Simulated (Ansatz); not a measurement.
Consider the redistribution: `[OH][Ta]([OH])([OH])([OH])[Cl]` + `C#C[Si](C)(F)Cl` → `[OH][Ta]([OH])([OH])([OH])[F]` + `C#C[Si](C)(Cl)Cl`.

Isolated molecules relaxed with PBE0-D4/def2-TZVP in Ansatz; ΔE leaves out vibrations. CCSD(T)/CBS adds triple-zeta CCSD(T) − MP2 to the extrapolated MP2 energy (def2 sets, frozen cores). Functionals use def2-TZVPP. B3LYP here is the variant with VWN-RPA as its local correlation; programs differ in this. HSE06 is defined as in plane-wave codes. def2 core potentials past Kr. For Ta outer-core shells are correlated without core-valence functions, which leaves a few kJ/mol of doubt a bond. Each species was taken in one conformer, which may not be the lowest.

```tsv
level	ΔE (kJ/mol)	difference from CCSD(T)/CBS
revPBE-D4	20.6	-16.0
B97M-V	32.7	-3.9
B3LYP-D4	29.2	-7.4
r2SCAN0-D4	33.6	-3.0
HSE06-D4	28.9	-7.7
CAM-B3LYP-D4	30.6	-6.0
PBE	24.3	-12.3
HSE06	29.8	-6.8
LC-ωPBE	26.0	-10.6
CCSD/def2-SVP	15.1	-21.5
CCSD(T)/def2-SVP	15.2	-21.4
MP2/def2-TZVPP	35.1	-1.5
SCS-MP2/def2-QZVPP	36.2	-0.4
HF/CBS(def2)	42.1	5.5
MP2/CBS(def2)	38.0	1.4
CCSD/CBS(def2)	36.6	0.0
CCSD(T)/CBS	36.6	0
```

What do rigid-rotor, harmonic-oscillator terms from PBE0-D4/def2-TZVP frequencies (298.15 K, 1 bar) make of the CCSD(T)/CBS value? (Best estimate.)

Computed: ΔZPE = -0.3 kJ/mol, ΔH = +35.8 kJ/mol, ΔS = 3 J/(mol·K), ΔG = +34.8 kJ/mol.

Largest T1 diagnostic among the species: 0.018.

At CCSD(T), def2-SVP lies −21.4 kJ/mol from the extrapolated value and def2-TZVPP −2.9 kJ/mol. From r2SCAN to r2SCAN0 (25 % exact exchange), in def2-TZVPP and without D4, ΔE moves by +3.8 kJ/mol.

CCSD(T)/CBS has its own doubt, a few kJ/mol and more with outer-core shells, so smaller differences from it don't rank the levels.
